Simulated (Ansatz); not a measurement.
```yaml
crystal:
  periodic: [false, false, false]
  atoms:
    - {symbol: C, position_ang: [0.029288, 0.789183, -0.845115]}
    - {symbol: N, position_ang: [0.047364, -0.018804, 0.352442]}
    - {symbol: C, position_ang: [-0.214965, -1.420913, 0.078896]}
    - {symbol: Si, position_ang: [0.315415, 0.365757, 1.996734]}
    - {symbol: Br, position_ang: [0.673686, 2.622537, 1.914507]}
    - {symbol: H, position_ang: [0.227317, 1.831705, -0.606306]}
    - {symbol: H, position_ang: [0.788115, 0.438519, -1.554195]}
    - {symbol: H, position_ang: [-0.946805, 0.718693, -1.338901]}
    - {symbol: H, position_ang: [0.538965, -1.833586, -0.600708]}
    - {symbol: H, position_ang: [-0.193220, -1.999677, 1.006562]}
    - {symbol: H, position_ang: [-1.199860, -1.550614, -0.383416]}
basis:
  gaussian: {orbitals: pcseg-2, fitting: {mean_field: cc-pVTZ-jkfit}}
hamiltonian: {xc: {name: r2SCAN50}, dispersion: d4}
```

```sh
$ ansatz run in.yaml --threads 4 --pin off --events-out ev --progress --plain --max-ram 10444MiB
```

It prints (some lines left out):

```
Functional definition: r2SCAN50
745 factors; integrals over basis functions are off by at most 8.3e-1 eV
mean field evaluation 1: about -81578.5927 eV, gradient 5.2e1 eV
mean field evaluation 2: about -81573.3988 eV, gradient 7.0e1 eV
mean field evaluation 4: about -81585.0138 eV, gradient 2.9e0 eV
mean field evaluation 8: about -81585.0342 eV, gradient 4.6e-2 eV
mean field evaluation 16: about -81585.0342 eV, gradient 4.1e-5 eV
mean field -81585.03419365 eV, -2998.1947062943 hartree, gradient 4.1e-5 eV, S^2 0.000000; 0 other end points of the search recorded, 0 dependent functions left out
reference -81585.03420256 eV, -2998.1947066217 hartree; 37, 37 occupied and 214, 214 virtual orbitals, 745 factors
Total energy: -81585.12862663 eV, -2998.1981766423 hartree
```

Run time 4.9 s (4 threads of an Arm Neoverse V2 on a shared host); peak host memory 0.5 GiB.
